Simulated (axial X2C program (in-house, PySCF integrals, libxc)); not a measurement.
**MoN: nuclear properties from DFT to coupled cluster**

Computed with an in-house all-electron X2C program for linear molecules (integrals from PySCF): two-component X2C with atomic mean-field Coulomb and Gaunt terms, Gaussian nuclei, basis Mo dyall-acv3z, N dyall-av3z with contracted cores.

R = 1.612 Å (near the PBE0 minimum at charge 0 of the determinant lowest at the starting distance; the state shown can have its own minimum elsewhere); state Ω = 3/2 (⟨Sz⟩ = 1.50, ⟨Lz⟩ = 0.00 at PBE0).

```
level  Eeff magnitude (GV/cm)  Ws magnitude Mo (kHz)  A∥/gI Mo (MHz)  qzz Mo (a.u.)  A∥/gI N (MHz)  μ (D)
 PBE0                    3.25                   1.04            1280          -0.10           12.1  -3.16
   HF                    6.44                   2.04             634          -0.09          -33.9  -2.44
B3LYP                    3.13                  0.996            1350          -0.24           13.3  -3.18
```

Eeff is the effective electric field on the electron electric dipole moment in this Ω state and Ws the scalar–pseudoscalar constant of the nucleus named (defined with the proton number Z and per Ω); A∥ (defined per Ω) follows by multiplying with gI = μI/(I μN); qzz is the electric field gradient, eQq0 = 234.96 MHz × Q/barn × qzz; μ is positive if the N end (last atom) is positive. The operators were transformed with the bare-nucleus X2C matrices; with these basis sets, hyperfine constants and field gradients can be off by tens of per cent, and where levels differ in sign neither size nor sign is settled.

Finite-field MP2, CCSD and CCSD(T), with 19 electrons correlated in 130 natural virtual spinors (MP2 remainder added):

```csv
level,Eeff magnitude (GV/cm),Ws magnitude Mo (kHz),A∥/gI Mo (MHz),qzz Mo (a.u.),A∥/gI N (MHz),μ (D)
MP2,2.2,0.727,1510,1.07,48.2,-4.62
CCSD,3.67,1.17,1190,-0.01,10.2,-3.20
CCSD(T),3.31,1.05,1230,-0.06,12.2,-3.26
```

T1 = 0.060 (Lee–Taylor), a sign of multireference character. One unrestricted determinant, the lowest of a limited PBE0 search, is the reference; the functionals treat spin collinearly. With several open shells it need not be a pure state. Eeff spreads by more than a factor of two over the levels. Correlation of the inner shells is missing, which matters for properties at the nucleus. Number of frozen shells: Mo 3 s, 2 p, 1 d; N 1 s.

(1) By how much does correlation change each value, CCSD(T) against HF?

Answers

(1) Eeff magnitude -49 %; Ws magnitude Mo -49 %; A∥/gI Mo 94 %; qzz Mo -33 %; A∥/gI N from -33.9 to 12.2, a change of sign; μ 34 %.
